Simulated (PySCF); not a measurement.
C3H7O2, SMILES CC(O)C[O] (connectivity only; charge and spin as stated), charge -1, multiplicity 1.

Geometry: PBE-D3(BJ)/def2-SVPD. The spin state was assumed, not searched. The isomer is the one that the SMILES or the coordinates give; other isomers of the formula were not compared. One conformer was computed; it need not be the lowest.

Two levels are set side by side: PBE/def2-SVPD (PySCF) and ωB97X/def2-SVPD (PySCF). Same geometry, gas phase. Differences are taken from unrounded values.

```tsv
quantity	PBE
orbital gap (eV)	1.80
highest occupied level (eV)	1.51
lowest empty level (eV)	3.31
mean polarisability (bohr³)	71.1
```

Q: These are the PBE values. What does ωB97X give? (An estimate is asked for; the answer gives what the named calculation found.)

A: 
```tsv
quantity	ωB97X	PBE minus ωB97X
orbital gap (eV)	8.05	-6.25
highest occupied level (eV)	-2.24	3.74
lowest empty level (eV)	5.81	-2.50
mean polarisability (bohr³)	62.5	8.6
```

PBE's occupied levels lie high since its potential decays too fast outside the molecule; exact exchange lowers them and widens the gap. PBE's more diffuse valence density responds more strongly to a field. Differences between two approximate levels are no errors against the true value.

Rough cost on one machine, each run with all the roots and properties that it gave: ωB97X against PBE within a factor of 2.
